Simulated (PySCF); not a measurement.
# O⁻ (oxygen, charge -1) across methods

[He] 2s2 2p5, 2P determinant. All numbers are calculated (PySCF 2.14, the non-relativistic Hamiltonian (point nucleus), in aug-cc-pV5Z (7s6p5d4f3g2h, 127 functions)).

```json
{"method": "TPSSh", "E (hartree)": "-75.1543", "mean ε 2s β (eV)": "-12.756", "mean ε 2p α (eV)": "0.647", "mean ε 2p β (eV)": "1.919", "Σ⟨r²⟩ (bohr²)": "21.40", "⟨S²⟩": "0.757"}
{"method": "TPSS", "E (hartree)": "-75.1650", "mean ε 2s β (eV)": "-11.899", "mean ε 2p α (eV)": "1.236", "mean ε 2p β (eV)": "2.407", "Σ⟨r²⟩ (bohr²)": "21.92", "⟨S²⟩": "0.757"}
{"method": "PBE", "E (hartree)": "-75.0803", "mean ε 2s β (eV)": "-11.562", "mean ε 2p α (eV)": "1.209", "mean ε 2p β (eV)": "2.381", "Σ⟨r²⟩ (bohr²)": "22.48", "⟨S²⟩": "0.758"}
{"method": "LC-wPBE", "E (hartree)": "-75.1122", "mean ε 2s β (eV)": "-16.579", "mean ε 2p α (eV)": "-3.034", "mean ε 2p β (eV)": "-1.688", "Σ⟨r²⟩ (bohr²)": "20.51", "⟨S²⟩": "0.755"}
{"method": "PBE0", "E (hartree)": "-75.0738", "mean ε 2s β (eV)": "-13.780", "mean ε 2p α (eV)": "-0.261", "mean ε 2p β (eV)": "1.165", "Σ⟨r²⟩ (bohr²)": "21.03", "⟨S²⟩": "0.759"}
{"method": "r2SCAN", "E (hartree)": "-75.1186", "mean ε 2s β (eV)": "-12.056", "mean ε 2p α (eV)": "0.939", "mean ε 2p β (eV)": "2.293", "Σ⟨r²⟩ (bohr²)": "21.45", "⟨S²⟩": "0.762"}
{"method": "LDA", "E (hartree)": "-74.6071", "mean ε 2s β (eV)": "-11.545", "mean ε 2p α (eV)": "1.004", "mean ε 2p β (eV)": "2.300", "Σ⟨r²⟩ (bohr²)": "22.46", "⟨S²⟩": "0.762"}
```

Problem. Estimate the same row for UHF.

Solution. E (hartree) = -74.79771; mean ε 2s β (eV) = -19.844; mean ε 2p α (eV) = -4.807; mean ε 2p β (eV) = -2.174; Σ⟨r²⟩ (bohr²) = 19.14; ⟨S²⟩ = 0.772.

The highest occupied level is positive at TPSSh, TPSS, PBE, PBE0, r2SCAN, LDA: only the finite basis holds that electron, which in a density functional comes from self-interaction.
